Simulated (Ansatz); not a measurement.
The first iterations of a band of GaH4N + H2 (8 atoms, charge 0, multiplicity 1).

Computed with Ansatz, RKS PBE0/def2-SVP.

| Item | Value |
| --- | --- |
| movable images | 5 |
| climbing image | yes |
| spring | 5.0 eV/Å² |
| optimiser | quadratic models (default) |
| start path | through a guess of the saddle point |
| force threshold | 0.03 eV/Å |
| iteration limit | 60 |
| end points | relaxed |

Initial state:

```xyz
8
Properties=species:S:1:pos:R:3
Ga 0.103 -0.823 0.057
N 0.003 -0.059 1.701
H -0.852 0.030 2.237
H 0.808 0.238 2.241
H 1.527 -0.937 -0.577
H -1.246 -1.284 -0.583
H -0.427 3.362 1.759
H -0.332 2.612 1.659
```

Final state:

```xyz
8
Properties=species:S:1:pos:R:3
Ga -0.042 0.377 -0.068
N -0.061 0.404 2.094
H -0.800 -0.193 2.465
H 0.825 0.076 2.477
H 1.394 -0.254 -0.286
H -1.303 -0.551 -0.307
H -0.211 1.930 -0.326
H -0.220 1.348 2.445
```

| iteration | highest image above the first end (eV) | largest band force component (eV/Å) |
| --- | --- | --- |
| 1 | 1.899 | 5.657 |
| 2 | 1.337 | 1.829 |
| 3 | 0.893 | 2.839 |
| 4 | 0.614 | 1.916 |
| 5 | 0.990 | 1.896 |

Task: Does the band converge within its limit, and where does its top end?

Result: The run converged. It ended after 17 iterations with the highest image 0.832 eV above the first end. Neighbouring images differ by up to 1.4 eV, so the band resolves the path poorly. A vibrational analysis at the climbing image gives one clearly imaginary mode, 1232i cm⁻¹: a first-order saddle point. The orbitals stay closed-shell, which can raise the energy where a bond breaks towards radicals; this wasn't checked here.

Time of the run: 120 s on 2 threads of Arm Neoverse V1, with other jobs on the host, peak memory 0.15 GiB.
